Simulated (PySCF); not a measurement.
From one molecule to another.

First species: cyclopentadienecarbonitrile, C6H5N.
Geometry (GFN2-xTB, Å), atoms numbered from 1 in this order:
```xyz
12
C6H5N angstrom
N      3.3802   -0.1082   -0.0011
C      2.2357   -0.0063   -0.0129
C      0.8430    0.1017   -0.0247
C      0.1022    1.2186   -0.2252
C     -1.2930    0.8762   -0.1549
C     -1.4204   -0.4393    0.0858
C     -0.0738   -1.0663    0.1934
H      0.4816    2.2078   -0.4090
H     -2.0885    1.5880   -0.2807
H     -2.3320   -0.9978    0.1916
H      0.0877   -1.5304    1.1691
H      0.0785   -1.8448   -0.5576
```

Second species: 2-vinylthiophene, C₆H₆S.
Numbering: `[CH2:1]=[CH:2][c:3]1[cH:4][cH:5][cH:6][s:7]1` (hydrogens: H8, H9 on C1; H10 on C2; H11 on C4; H12 on C5; H13 on C6)

Levels: CAM-B3LYP/def2-SVPD for dipole moment, HOMO energy, LUMO energy, HOMO–LUMO gap, static isotropic polarisability and electronic spatial extent ⟨r²⟩ about the centre of nuclear charge; TDDFT CAM-B3LYP/def2-SVPD for lowest singlet excitation; TDA CAM-B3LYP/def2-SVPD for lowest triplet excitation (Tamm–Dancoff); GFN2-xTB for rotational constant A and rotational constant C. Geometries: GFN2-xTB. Each structure is a single optimised conformer of the isolated species, non-relativistic unless stated; the electronic structure was computed with PySCF and density fitting.

Dipoles, sizes and rotational constants follow the conformer. The torsions of the flexible species, by atom-mapped SMILES:
- `[CH2:1]=[CH:2][c:3]1[cH:4][cH:5][cH:6][s:7]1`: C1–C2–C3–C4 180°

Values for the first species:

| Quantity | Value |
| --- | --- |
| Dipole moment | 4.67 D |
| HOMO energy | -8.29 eV |
| LUMO energy | -0.82 eV |
| HOMO–LUMO gap | 7.47 eV |
| Lowest singlet excitation | 4.70 eV |
| Lowest triplet excitation (Tamm–Dancoff) | 2.71 eV |
| Static isotropic polarisability | 72.4 au |
| Electronic spatial extent ⟨r²⟩ about the centre of nuclear charge | 720 bohr² |
| Rotational constant A | 8.443 GHz |
| Rotational constant C | 1.597 GHz |

Problem. Estimate the same properties for the second species, and the change in each.

Solution. 
```tsv
property	first	second	second less first
dipole moment	4.67 D	0.71 D	-3.96 D
HOMO energy	-8.29 eV	-7.48 eV	+0.81 eV
LUMO energy	-0.82 eV	-0.25 eV	+0.57 eV
HOMO–LUMO gap	7.47 eV	7.23 eV	-0.24 eV
lowest singlet excitation	4.70 eV	4.61 eV	-0.09 eV
lowest triplet excitation (Tamm–Dancoff)	2.71 eV	2.84 eV	+0.13 eV
static isotropic polarisability	72.4 au	90.0 au	+17.6 au
electronic spatial extent ⟨r²⟩ about the centre of nuclear charge	720 bohr²	854 bohr²	+134 bohr²
rotational constant A	8.443 GHz	5.027 GHz	-3.416 GHz
rotational constant C	1.597 GHz	1.385 GHz	-0.212 GHz
```

On the first: The polarisability is 10.73 Å³ as a volume (1 au = 0.148185 Å³), or 1.51 au for each of the 48 electrons. The principal polarisabilities are 45.4, 70.0 and 101.8 au; their mean is the isotropic value.

On the second: No computed singlet falls in the visible range (750 to 380 nm, 1.65 to 3.26 eV); S1 lies 1.35 eV above its blue end. In atomic units the dipole is 0.28 e·bohr (1 au = 2.5417 D).
